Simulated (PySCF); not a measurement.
**Bond length, frequency and bond energy of SiPb by level of theory**

State: ³Σ⁻ (triplet), unpaired electrons π ↑↑. Set-up: PySCF, scalar-relativistic core potentials, basis sets Si def2-SVPD, Pb def2-SVPD with ECP60. De refers to Si + Pb in their high-spin ground configurations, without counterpoise correction. The functionals are run spin-unrestricted. A positive dipole means Si(−)Pb(+).

```csv
Level,Re (Å),ωe (cm⁻¹),De (eV),μ (D)
UHF,2.555,357,0.93,1.75
UHF-MP2,2.604,316,2.12,n/a
UHF-SCS-MP2,2.595,323,1.91,n/a
UHF-CCSD,2.605,319,1.96,n/a
UHF-CCSD(T),2.623,307,2.13,n/a
PBE,2.634,302,2.86,1.53
r²SCAN,2.603,317,2.62,1.58
r²SCANh,2.591,324,2.54,1.56
PBE0,2.591,325,2.59,1.61
B97-3,2.611,315,2.63,1.75
M06,2.623,312,3.12,1.86
HSE06,2.598,321,2.64,1.58
```

Q: Which functional lies closest to UHF-CCSD(T) in De, which farthest, and by how much do they differ from it?

A: Closest is r²SCANh (-3.2 pm in Re, +5.5 % in ωe, +0.41 eV in De against UHF-CCSD(T) in the same basis), farthest M06 (+0.0 pm in Re, +1.6 % in ωe, +0.99 eV in De). CCSD(T) converges more slowly with the basis than the functionals do and binds too weakly in this one, so the order can change at the basis-set limit.

Q: What does a quarter of exact exchange do here, going from PBE to PBE0?

A: PBE0 less PBE: -4.3 pm in Re, +7.6 % in ωe, -0.27 eV in De. Exact exchange removes part of the self-interaction that spreads semilocal densities, and in most molecules shortens and stiffens the bond and lowers De; so it does here.

Q: What does second-order correlation do here, going from UHF to UHF-MP2?

A: UHF-MP2 less UHF: +4.9 pm in Re, -11.5 % in ωe, +1.19 eV in De. Correlation nearly always deepens the well. The bond lengthens, as in strong covalent bonds, where excitations into antibonding orbitals dominate.

Correlated steps freeze 9 core orbitals. Correlated levels converge slowly with the basis: in double zeta they bind strong bonds too weakly, by up to about 1 eV, and carry superposition errors of some tenths. Spin–orbit coupling is left out, which matters for elements this heavy, above all for dissociation energies. The state is the lowest determinant that a PBE0 search found; another state may lie lower at other levels.

The whole job (state search and all levels along the bond) took about 3 min on 1 thread of Intel Xeon Platinum 8259CL @ 2.50GHz (shared host), peak memory 0.73 GiB.
